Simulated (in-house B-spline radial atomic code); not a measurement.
A fraction x of an electron is removed from 4d in In³⁺, starting from [Kr] 4d10 and keeping the highest spin. Level of theory: non-relativistic LDA VWN5, spin-polarised, spherical fractional occupations, point nucleus; calculated with a radial B-spline atomic code at the basis-set limit.

```json
{"x": "0", "E(x) - E(0) (eV)": "0.0000", "4d down level (eV)": "-48.718"}
{"x": "0.03", "E(x) - E(0) (eV)": "1.4689", "4d down level (eV)": "-49.208"}
{"x": "0.25", "E(x) - E(0) (eV)": "12.6932", "4d down level (eV)": "-52.840"}
{"x": "0.37", "E(x) - E(0) (eV)": "19.1542", "4d down level (eV)": "-54.845"}
{"x": "0.41", "E(x) - E(0) (eV)": "21.3614", "4d down level (eV)": "-55.518"}
{"x": "0.5", "E(x) - E(0) (eV)": "26.4263", "4d down level (eV)": "-57.036"}
{"x": "0.52", "E(x) - E(0) (eV)": "27.5704", "4d down level (eV)": "-57.375"}
{"x": "0.7", "E(x) - E(0) (eV)": "38.1736", "4d down level (eV)": "-60.444"}
{"x": "0.85", "E(x) - E(0) (eV)": "47.4338", "4d down level (eV)": "-63.029"}
{"x": "0.93", "E(x) - E(0) (eV)": "52.5317", "4d down level (eV)": "-64.418"}
{"x": "1", "E(x) - E(0) (eV)": "57.0836", "4d down level (eV)": "-65.638"}
```

The exact functional would give a straight line between the two integer points. Deviations E(x) - E(0) - x[E(1) - E(0)], in eV: -0.244 at x = 0.03, -1.578 at x = 0.25, -1.967 at x = 0.37, -2.043 at x = 0.41, -2.115 at x = 0.5, -2.113 at x = 0.52, -1.785 at x = 0.7, -1.087 at x = 0.85, -0.556 at x = 0.93.

The curve lies below the straight line by up to 2.115 eV (at x = 0.5): convex, the delocalisation error that favours fractional charges.

Problem. How well does Slater's transition state (minus the level at half occupation) give the ionisation energy?

Solution. It gives 57.036 eV against 57.084 eV from the two total energies; NIST lists 55.45 eV, ground level to ground level.
